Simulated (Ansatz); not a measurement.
`C[O][Zr]([OH])([NH]C(C)(C)C)[O]C` from Hartree–Fock to CCSD(T)

```xyz
28

C     1.147    4.170    0.271
O     0.943    2.799    0.305
Zr    0.697    0.959    0.811
O     2.310    0.218    1.603
N     0.243    0.022   -0.952
C    -0.134   -1.354   -1.238
C    -0.133   -2.131    0.074
C     0.871   -1.983   -2.202
C    -1.533   -1.399   -1.853
O    -0.758    0.744    2.062
C    -1.779    0.457    2.950
H     2.152    4.425    0.626
H     0.418    4.693    0.901
H     1.043    4.546   -0.753
H     3.130   -0.243    1.745
H     0.261    0.572   -1.805
H    -0.398   -3.178   -0.090
H     0.858   -2.108    0.539
H    -0.858   -1.709    0.777
H     0.897   -1.429   -3.144
H     0.612   -3.021   -2.429
H     1.874   -1.960   -1.769
H    -1.558   -0.833   -2.789
H    -1.840   -2.426   -2.073
H    -2.260   -0.955   -1.170
H    -1.377    0.164    3.928
H    -2.402   -0.367    2.579
H    -2.427    1.329    3.096
```

Charge 0, multiplicity 1. Correlated methods include outer-core shells of Zr, which these sets cover unevenly. Zr takes the def2 core potential. Geometry: relaxed with PBE0-D4/def2-TZVP. It is one conformer, not always the lowest. Frozen core, restricted reference, the Gaussian-basis code of Ansatz.

| basis | HF (Eh) | MP2 corr. |
| --- | --- | --- |
| def2-SVP | -562.50472 | -1.85275 |
| def2-TZVPP | -563.11209 | -2.34586 |
| def2-QZVPP | -563.14090 | -2.53535 |

Question: Estimate the CCSD correlation energy and the (T) correction in each basis where they were run (hartree).

Answer: 
```json
{"basis": "def2-SVP", "CCSD corr.": "-1.94730", "(T)": "-0.06039"}
{"basis": "def2-TZVPP", "CCSD corr.": "-2.41073", "(T)": "-0.09989"}
```
